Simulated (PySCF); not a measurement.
C2H5BF2O2.
Structure used (PBE0-D3(BJ)/def2-SVP), in Å, numbered top down from 1:
```
atom  x, y, z in Å
B1     2.240   -0.126    0.019
O2     0.979   -0.545   -0.209
C3    -0.004    0.301   -0.740
O4    -0.851    0.756    0.266
C5    -1.686   -0.181    0.800
F6    -2.617   -0.546   -0.106
F7    -2.305    0.393    1.825
H8     2.566    0.997   -0.301
H9     2.993   -0.915    0.532
H10   -0.565   -0.272   -1.495
H11    0.446    1.198   -1.190
H12   -1.158   -1.090    1.135
```

Computed, not measured: PySCF 2.14.0, PBE0-D3(BJ)/def2-SVP geometry optimisation, gas phase.

Masses are those of the commonest isotopes; rigid-rotor values at the optimised geometry. The values belong to one conformer with, in the numbering `[BH2:1][O:2][CH2:3][O:4][CH:5]([F:6])[F:7]`, H–B1–O2–C3 -4° and 177°, B1–O2–C3–O4 -102°, O2–C3–O4–C5 -70°, C3–O4–C5–F6 -69°.

**Question.** What are A, B and C (MHz)?

**Answer.** Ia = 82.25, Ib = 348.98, Ic = 381.22 u·Å²; 505379 MHz·u·Å²/I gives A = 6144, B = 1448, C = 1326 MHz.

**Question.** Classify the top.

**Answer.** A near-prolate asymmetric top; Ray's κ = -0.949.

**Question.** What does the inertial defect say?

**Answer.** Not planar: Δ = Ic − Ia − Ib = -50.02 u·Å². For a rigid frame Δ = −2 Σ m c², so Σ m c² = 25.01 u·Å² lies off the ab plane: 6.35 from hydrogen and 18.65 from heavier atoms. The atom farthest from that plane is 1.53 Å away.

**Question.** Give the other two planar moments, Paa and Pbb, and the rms extents of the mass along the axes.

**Answer.** Paa = Σ m a² = (Ib + Ic − Ia)/2 = 323.97 and Pbb = Σ m b² = (Ia + Ic − Ib)/2 = 57.24 u·Å². With the mass M = 110.04 u, the rms extents √(P/M) along a, b and c are 1.72, 0.72, 0.48 Å.

**Question.** Which lines would a microwave search look for?

**Answer.** The dipole components are |μa| = 1.43 D, |μb| = 0.99 D, |μc| = 0.07 D. The squared components, which scale the intensities, stand as 1.00 : 0.48 : 0.00 (a : b : c). Some lines, for components of 0.1 D or more:

| type | branch | J(Ka,Kc) | MHz | lower level (cm⁻¹) |
| --- | --- | --- | --- | --- |
| a | Q | 2(1,1) ← 2(1,2) | 367 | 0.430 |
| b | R | 2(0,2) ← 1(1,1) | 849 | 0.249 |
| a | R | 1(0,1) ← 0(0,0) | 2774 | 0.000 |
| b | Q | 1(1,0) ← 1(0,1) | 4819 | 0.093 |
| b | Q | 2(1,1) ← 2(0,2) | 4943 | 0.277 |
| a | R | 2(1,2) ← 1(1,1) | 5425 | 0.249 |
| a | R | 2(0,2) ← 1(0,1) | 5545 | 0.093 |
| a | R | 2(1,1) ← 1(1,0) | 5670 | 0.253 |
| b | R | 1(1,1) ← 0(0,0) | 7470 | 0.000 |
| b | R | 2(1,2) ← 1(0,1) | 10121 | 0.093 |
| b | Q | 2(2,0) ← 2(1,1) | 14091 | 0.442 |
| b | Q | 2(2,1) ← 2(1,2) | 14456 | 0.430 |
| b | R | 2(2,1) ← 1(1,0) | 19758 | 0.253 |
| b | R | 2(2,0) ← 1(1,1) | 19883 | 0.249 |

Whether it is a minimum is left open (no frequencies). Zero-point vibration and centrifugal distortion are left out. Quadrupole hyperfine structure (11B) is left out.
